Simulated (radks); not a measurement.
Problem. These are the eigenvalues of the occupied orbitals of an atom or ion with whole-number occupations (eV). Calculated with a radial shooting solver on a logarithmic mesh with Libxc functionals: Dirac Kohn-Sham, PBE, spin-unpolarised, spherical densities, point nucleus.

| orbital | eigenvalue |
|---|---|
| 1s1/2 | -90620.31 |
| 2s1/2 | -16346.66 |
| 2p1/2 | -15706.91 |
| 2p3/2 | -13386.64 |
| 3s1/2 | -4018.563 |
| 3p1/2 | -3730.087 |
| 3p3/2 | -3210.507 |
| 3d3/2 | -2739.053 |
| 3d5/2 | -2628.926 |
| 4s1/2 | -996.3534 |
| 4p1/2 | -870.9775 |
| 4p3/2 | -742.8612 |
| 4d3/2 | -539.2870 |
| 4d5/2 | -515.3663 |
| 5s1/2 | -251.2933 |
| 4f5/2 | -251.1427 |
| 4f7/2 | -245.6315 |
| 5p1/2 | -207.3584 |
| 5p3/2 | -181.7955 |
| 5d3/2 | -118.5660 |
| 5d5/2 | -115.0311 |

Which element is it, and in what charge state? The configuration may be excited. Open shells, if any, are shared by 2j + 1.

Solution. Z = 83, bismuth, charge +7: Bi7+ in [Xe] 4f14 5d8. The list shows which subshells hold electrons but not how many an open one holds; the 1s level, -3330.2 hartree, gives Z - s = 81.6 by -(Z - s)^2/2, which with screening and relativity narrows Z to a few neighbours, and the depths of the outer levels then fix element, charge and occupations together.
